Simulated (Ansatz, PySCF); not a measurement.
Cl₂GeH₄Si, SMILES Cl[SiH](Cl)[GeH3].

The structure is a stationary point at ωB97X-D3(BJ)/def2-SVP. The structure was generated by enumeration, and PubChem lists no compound with its InChIKey, so it may never have been made.

Vertical ionisation energy (IE) and electron affinity (EA) in eV. Rows of orbital energies are one-electron estimates. Where ΔSCF, EOM or ADC give a negative EA the extra electron is unbound and the value depends on the basis.

| level | IE | EA |
|---|---|---|
| −ε(HOMO), −ε(LUMO), CAM-B3LYP/def2-TZVP (PySCF) | 9.51 | -0.68 |
| −ε(HOMO), −ε(LUMO), PBE/def2-TZVP (PySCF) | 7.05 | 1.29 |
| ΔSCF, CAM-B3LYP/def2-SVPD (Ansatz), final states of multiplicity 2 and 2 | 10.39 | -1.03 |
| ΔSCF, PBE/def2-SVPD (Ansatz), final states of multiplicity 2 and 2 | 9.82 | -0.70 |

Task: What vertical singlet–triplet gap does ΔSCF give with CAM-B3LYP/def2-SVPD (Ansatz, a program for electronic structure) and with PBE/def2-SVPD (Ansatz)? (Estimate from the structure and the level; the computed values follow.)

Result: 6.19 and 5.46 eV (triplet above singlet where positive).
